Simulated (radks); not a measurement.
The numbers below are computed, except where a source is named.
Species: the calcium ion Ca+. Configuration: [Ar] 4s1.

Level of theory: non-relativistic Kohn-Sham, PBE, spin-polarised, spherical densities, point nucleus; open shells are filled with parallel spins first (a radial shooting solver on a logarithmic mesh with Libxc functionals).

Energy parts (Ry):
part                       energy
total                 -1354.25155
kinetic                1352.93107
electron-nucleus      -3196.83687
Hartree                 560.95001
exchange-correlation    -71.29576

Orbitals (lengths in bohr, moments of r in powers of bohr; r(max) is where P^2 peaks):
| orbital | occ. | eigenvalue (Ry) | <r^4> | r(max) | <r> |
|---|---|---|---|---|---|
| 1s up | 1 | -289.2118 | 0.0001658 | 0.05081 | 0.07737 |
| 1s down | 1 | -289.2096 | 0.0001658 | 0.05081 | 0.07737 |
| 2s up | 1 | -30.69410 | 0.04494 | 0.3021 | 0.3667 |
| 2s down | 1 | -30.69181 | 0.04493 | 0.3021 | 0.3667 |
| 2p up | 3 | -25.09278 | 0.03713 | 0.2475 | 0.3286 |
| 2p down | 3 | -25.09060 | 0.03712 | 0.2475 | 0.3286 |
| 3s up | 1 | -3.93770 | 3.952 | 0.9990 | 1.162 |
| 3s down | 1 | -3.92906 | 3.912 | 0.9992 | 1.160 |
| 3p up | 3 | -2.56785 | 6.411 | 1.049 | 1.270 |
| 3p down | 3 | -2.55674 | 6.253 | 1.049 | 1.266 |
| 4s up | 1 | -0.68379 | 325.9 | 3.165 | 3.592 |

The highest occupied level is 4s up at -9.303 eV. For comparison, the ionisation energy in NIST's Atomic Spectra Database is 11.872 eV (measured). In exact Kohn-Sham theory the highest level is minus the ionisation energy, but local and semilocal functionals leave it too shallow, through self-interaction and a potential that decays too fast; potentials with the right tail come closer. The electron density at the nucleus is 5326 e/bohr^3. Summed over all electrons, <r^2> = 30.21 bohr^2, which gives a Langevin (diamagnetic) susceptibility term of -23.9 x 10^-6 cm^3/mol. Virial ratio -V/T = 2.00098. The spin density at the nucleus is 2.563 e/bohr^3 (1s 0.027, 2s 0.003, 3s -0.043, 4s 2.575), a Fermi contact field of 134 T. Spin moment in Bohr magnetons: 1.
